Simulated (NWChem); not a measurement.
Everything below was run with NWChem. System: ClGa, charge 0, spin multiplicity 1, at a geometry optimised with PBE/def2-SVP. The structure started from a generated list of species. Level: G0W0@PBE/def2-TZVPD, RI basis def2-tzvpd-rifit.

The NWChem input:

```
start mol
memory heap 200 mb stack 700 mb global 1700 mb
geometry units angstroms nocenter noautoz
  Ga     0.000000     0.000000    -0.791238
  Cl     0.000000     0.000000     1.442846
  symmetry group C2v
end
basis spherical
  * library def2-tzvpd
end
basis "ri basis" bse spherical
  * library def2-tzvpd-rifit
end
dft
  xc xpbe96 cpbe96
  iterations 100
  direct
  tolerances tight
end
task dft energy
gw
  states alpha occ 4 vir 2
end
task dft gw
```

Part of the output:

```
             Northwest Computational Chemistry Package (NWChem) 7.3.0
             --------------------------------------------------------

                                NWChem Input Module
                                -------------------

 Scaling coordinates for geometry "geometry" by  1.889725989
 (inverse scale =  0.529177249)

 Turning off AUTOSYM since
 SYMMETRY directive was detected!

                             Geometry "geometry" -> ""
                             -------------------------

 Output coordinates in angstroms (scale by  1.889725989 to convert to a.u.)

  No.       Tag          Charge          X              Y              Z
 ---- ---------------- ---------- -------------- -------------- --------------
    1 Ga                  31.0000     0.00000000     0.00000000    -0.79123800
    2 Cl                  17.0000     0.00000000     0.00000000     1.44284600

 Effective nuclear repulsion energy (a.u.)     124.8280772893

            Nuclear Dipole moment (a.u.)
            ----------------------------
        X                 Y               Z
 ---------------- ---------------- ----------------
     0.0000000000     0.0000000000     0.0000075589

      Symmetry information
      --------------------

 Group name             C2v
 Group number             16
 Group order               4
 No. of unique centers     2

      Symmetry unique atoms

     1    2


 Summary of "ao basis" -> "" (spherical)
 ------------------------------------------------------------------------------
       Tag                 Description            Shells   Functions and Types
 ---------------- ------------------------------  ------  ---------------------
 *                         def2-tzvpd                 on all atoms

 new library libraries.bse/

 Summary of "ri basis" -> "" (spherical)
 ------------------------------------------------------------------------------
       Tag                 Description            Shells   Functions and Types
 ---------------- ------------------------------  ------  ---------------------
 *                      def2-tzvpd-rifit              on all atoms

  pbe96 is a nonlocal functional; adding pw91lda local functional.

                                 NWChem DFT Module
                                 -----------------

 Summary of "ao basis" -> "ao basis" (spherical)
 ------------------------------------------------------------------------------
       Tag                 Description            Shells   Functions and Types
 ---------------- ------------------------------  ------  ---------------------
 Ga                        def2-tzvpd               18       54   7s5p5d1f
 Cl                        def2-tzvpd               16       46   6s6p3d1f

 Summary of "ao basis" -> "ao basis" (spherical)
 ------------------------------------------------------------------------------
       Tag                 Description            Shells   Functions and Types
 ---------------- ------------------------------  ------  ---------------------
 Ga                        def2-tzvpd               18       54   7s5p5d1f
 Cl                        def2-tzvpd               16       46   6s6p3d1f

      Symmetry analysis of basis
      --------------------------

        a1         44
        a2         10
        b1         23
        b2         23

            General Information
            -------------------
          SCF calculation type: DFT
          Wavefunction type:  closed shell.
          No. of atoms     :     2
          No. of electrons :    48
           Alpha electrons :    24
            Beta electrons :    24
          Charge           :     0
          Spin multiplicity:     1
          Use of symmetry is: on ; symmetry adaption is: on
          Maximum number of iterations: 100
          This is a Direct SCF calculation.
          AO basis - number of functions:   100
                     number of shells:    34
          Convergence on energy requested:  1.00D-06
          Convergence on density requested:  1.00D-05
          Convergence on gradient requested:  5.00D-04

              XC Information
              --------------
          PerdewBurkeErnzerhof Exchange Functional  1.000
            Perdew 1991 LDA Correlation Functional  1.000 local
           PerdewBurkeErnz. Correlation Functional  1.000 non-local

             Grid Information
             ----------------
          Grid used for XC integration:  medium
          Radial quadrature: Mura-Knowles
          Angular quadrature: Lebedev.
          Tag              B.-S. Rad. Rad. Pts. Rad. Cut. Ang. Pts.
          ---              ---------- --------- --------- ---------
          Ga                  1.30      112          12.0       590
          Cl                  1.00       88          13.0       590
          Grid pruning is: on
          Number of quadrature shells:   200
          Spatial weights used:  Erf1

          Convergence Information
          -----------------------
          Convergence aids based upon iterative change in
          total energy or number of iterations.
          Levelshifting, if invoked, occurs when the
          HOMO/LUMO gap drops below (HL_TOL):  1.00D-02
          DIIS, if invoked, will attempt to extrapolate
          using up to (NFOCK): 10 stored Fock matrices.

                    Damping( 0%)  Levelshifting(0.5)       DIIS
                  --------------- ------------------- ---------------
          dE  on:    start            ASAP                start
          dE off:    2 iters        100 iters           100 iters

      Screening Tolerance Information
[...]
 d= 0,ls=0.0,diis     3  -2384.5959463134 -2.19D-01  4.61D-03  4.07D-01    12.3

 !! scf_movecs_sym_adapt:   36 vectors were symmetry contaminated

  Symmetry fudging

 !! scf_movecs_sym_adapt:   32 vectors were symmetry contaminated

 d= 0,ls=0.0,diis     4  -2384.6553414019 -5.94D-02  8.12D-04  5.75D-02    15.6

 !! scf_movecs_sym_adapt:   38 vectors were symmetry contaminated

  Symmetry fudging

 !! scf_movecs_sym_adapt:   32 vectors were symmetry contaminated

 d= 0,ls=0.0,diis     5  -2384.6571955562 -1.85D-03  4.07D-04  4.46D-03    17.7

 !! scf_movecs_sym_adapt:   38 vectors were symmetry contaminated

  Symmetry fudging

 !! scf_movecs_sym_adapt:   34 vectors were symmetry contaminated

 d= 0,ls=0.0,diis     6  -2384.6573206470 -1.25D-04  1.48D-04  4.33D-04    19.7

 !! scf_movecs_sym_adapt:   36 vectors were symmetry contaminated

  Symmetry fudging

 !! scf_movecs_sym_adapt:   34 vectors were symmetry contaminated

 d= 0,ls=0.0,diis     7  -2384.6573937375 -7.31D-05  2.52D-05  1.38D-05    21.9

 !! scf_movecs_sym_adapt:   34 vectors were symmetry contaminated

  Symmetry fudging

 !! scf_movecs_sym_adapt:   32 vectors were symmetry contaminated

 d= 0,ls=0.0,diis     8  -2384.6573956900 -1.95D-06  3.84D-06  3.42D-07    24.0

 !! scf_movecs_sym_adapt:   32 vectors were symmetry contaminated

  Symmetry fudging

 !! scf_movecs_sym_adapt:   32 vectors were symmetry contaminated

 d= 0,ls=0.0,diis     9  -2384.6573957444 -5.44D-08  8.54D-07  4.00D-09    26.2

         Total DFT energy =    -2384.657395744378
      One electron energy =    -3568.318891370596
           Coulomb energy =     1161.622241651925
    Exchange-Corr. energy =     -102.788823315030
 Nuclear repulsion energy =      124.828077289323

 Numeric. integr. density =       47.999999871896

     Total iterative time =     23.9s

                  Occupations of the irreducible representations
                  ----------------------------------------------

                     irrep           alpha         beta
                     --------     --------     --------
                     a1               13.0         13.0
                     a2                1.0          1.0
                     b1                5.0          5.0
                     b2                5.0          5.0

                       DFT Final Molecular Orbital Analysis
                       ------------------------------------

 Vector   22  Occ=2.000000D+00  E=-2.750978D-01  Symmetry=b1
              MO Center= -2.4D-15,  5.0D-19,  1.3D+00, r^2= 1.4D+00
   Bfn.  Coefficient  Atom+Function         Bfn.  Coefficient  Atom+Function
  ----- ------------  ---------------      ----- ------------  ---------------
    70      0.520257  2 Cl px                73      0.335421  2 Cl px
    67      0.243469  2 Cl px                61     -0.202730  2 Cl px
    17      0.105173  1 Ga px                64     -0.091410  2 Cl px
    20      0.054576  1 Ga px                26      0.051177  1 Ga d  1
    11     -0.044219  1 Ga px                76      0.026575  2 Cl px

 Vector   23  Occ=2.000000D+00  E=-2.750978D-01  Symmetry=b2
              MO Center=  6.3D-19, -1.2D-15,  1.3D+00, r^2= 1.4D+00
   Bfn.  Coefficient  Atom+Function         Bfn.  Coefficient  Atom+Function
  ----- ------------  ---------------      ----- ------------  ---------------
    71      0.520257  2 Cl py                74      0.335421  2 Cl py
    68      0.243469  2 Cl py                62     -0.202730  2 Cl py
    18      0.105173  1 Ga py                65     -0.091410  2 Cl py
    21      0.054576  1 Ga py                24     -0.051177  1 Ga d -1
    12     -0.044219  1 Ga py                77      0.026575  2 Cl py

 Vector   24  Occ=2.000000D+00  E=-2.412791D-01  Symmetry=a1
              MO Center= -2.6D-15,  7.8D-16, -2.6D-01, r^2= 3.6D+00
   Bfn.  Coefficient  Atom+Function         Bfn.  Coefficient  Atom+Function
  ----- ------------  ---------------      ----- ------------  ---------------
     5      0.472727  1 Ga s                  6      0.382832  1 Ga s
    72      0.365588  2 Cl pz                19     -0.236597  1 Ga pz
    75      0.230856  2 Cl pz                 4     -0.186704  1 Ga s
    69      0.173792  2 Cl pz                 3     -0.155971  1 Ga s
    22     -0.144979  1 Ga pz                63     -0.141839  2 Cl pz

 Vector   25  Occ=0.000000D+00  E=-9.052825D-02  Symmetry=b1
              MO Center=  7.2D-15,  2.4D-18, -7.8D-01, r^2= 3.8D+00
   Bfn.  Coefficient  Atom+Function         Bfn.  Coefficient  Atom+Function
  ----- ------------  ---------------      ----- ------------  ---------------
    20      0.595985  1 Ga px                17      0.498036  1 Ga px
    11     -0.193000  1 Ga px                70     -0.156233  2 Cl px
    73     -0.156727  2 Cl px                67     -0.081105  2 Cl px
     8      0.073068  1 Ga px                46      0.068204  1 Ga d  1
    61      0.060946  2 Cl px                14     -0.037284  1 Ga px

 Vector   26  Occ=0.000000D+00  E=-9.052825D-02  Symmetry=b2
              MO Center=  2.9D-18, -4.3D-15, -7.8D-01, r^2= 3.8D+00
   Bfn.  Coefficient  Atom+Function         Bfn.  Coefficient  Atom+Function
  ----- ------------  ---------------      ----- ------------  ---------------
    21      0.595985  1 Ga py                18      0.498036  1 Ga py
    12     -0.193000  1 Ga py                71     -0.156233  2 Cl py
    74     -0.156727  2 Cl py                68     -0.081105  2 Cl py
     9      0.073068  1 Ga py                44     -0.068204  1 Ga d -1
    62      0.060946  2 Cl py                15     -0.037284  1 Ga py

 Vector   27  Occ=0.000000D+00  E=-1.413904D-02  Symmetry=a1
              MO Center= -6.3D-16, -2.9D-15, -7.8D-01, r^2= 7.8D+00
   Bfn.  Coefficient  Atom+Function         Bfn.  Coefficient  Atom+Function
  ----- ------------  ---------------      ----- ------------  ---------------
    22      0.675440  1 Ga pz                 6      0.544216  1 Ga s
    78      0.434792  2 Cl pz                59     -0.401568  2 Cl s
    45     -0.356386  1 Ga d  0              19      0.334456  1 Ga pz
    75      0.236172  2 Cl pz                 7     -0.204169  1 Ga s
     5      0.201980  1 Ga s                 60      0.196406  2 Cl s

 center of mass
 --------------
 x =   0.00000000 y =   0.00000000 z =  -0.07424644

 moments of inertia (a.u.)
 ------------------
         413.491358097036           0.000000000000           0.000000000000
           0.000000000000         413.491358097036           0.000000000000
           0.000000000000           0.000000000000           0.000000000000

     Multipole analysis of the density
     ---------------------------------

     L   x y z        total         alpha         beta         nuclear
     -   - - -        -----         -----         ----         -------
     0   0 0 0     -0.000000    -24.000000    -24.000000     48.000000

     1   1 0 0      0.000000      0.000000      0.000000      0.000000
     1   0 1 0      0.000000      0.000000      0.000000      0.000000
     1   0 0 1     -0.956327     -0.478167     -0.478167      0.000008

     2   2 0 0    -20.594894    -10.297447    -10.297447      0.000000
     2   1 1 0     -0.000000     -0.000000     -0.000000      0.000000
     2   1 0 1     -0.000000     -0.000000     -0.000000      0.000000
     2   0 2 0    -20.594894    -10.297447    -10.297447      0.000000
     2   0 1 1     -0.000000     -0.000000     -0.000000      0.000000
     2   0 0 2    -23.858161   -109.773498   -109.773498    195.688834

 Task  times  cpu:       26.2s     wall:       26.2s

                                NWChem Input Module
                                -------------------

                                 NWChem GW Module
                                 ----------------

                             ***********************
                             ***        GW       ***
                             ***********************

 Summary of "ri basis" -> "ri basis" (spherical)
 ------------------------------------------------------------------------------
       Tag                 Description            Shells   Functions and Types
 ---------------- ------------------------------  ------  ---------------------
 Ga                     def2-tzvpd-rifit            41      175   11s10p9d6f4g1h
 Cl                     def2-tzvpd-rifit            33      129   10s8p7d6f2g

                 Memory Information
                 ------------------
          Available GA per process is          1699.9 MBs
          Available stack per process is        700.0 MBs
          Available heap per process is           0.1 MBs

          Peak memory in Initialization
              Peak GA per process is                  6.7 MBs
              Peak stack per process is               0.1 MBs
              Peak heap per process is                7.2 MBs
              Memory not in MA per process            0.0 MBs

          Peak memory in AFF Calculation
              Peak GA per process is                 35.5 MBs
              Peak stack per process is              25.4 MBs
              Peak heap per process is                0.0 MBs
              Memory not in MA per process           25.4 MBs

          Computing 2-center integrals
          Computing Inverse Cholesky factor
          Computing 3-center integrals
          Computing V_xc ...

          Computing Sigma_x
          Computing RPA polarizability
          Solving quasiparticle equations

                  Alpha Orbitals
          State     Energy (eV)     Error (eV)
          -----------------------------------
@GW        21        -12.223           0.003
@GW        22        -10.239           0.002
@GW        23        -10.239           0.002
@GW        24         -9.328           0.002
@GW        25          0.089           0.002
@GW        26          0.089           0.002

   Applying  -2.7621 eV scissor-shift to rest of particle states

   Applying   2.5520 eV scissor-shift to rest of hole states

     GW Timing Statistics
   ------------------------
   Init.   :          0.1s
     ERIs  :          1.2s
     Distr.:          0.0s
     Vxc   :          0.1s
   Sigma_x :          0.0s
   RPA     :          2.2s
   Wmn     :          0.1s
   Sigma_c :          0.0s
   GW total:          3.9s

 Task  times  cpu:        3.9s     wall:        3.9s

 Total times  cpu:       30.1s     wall:       30.1s
```
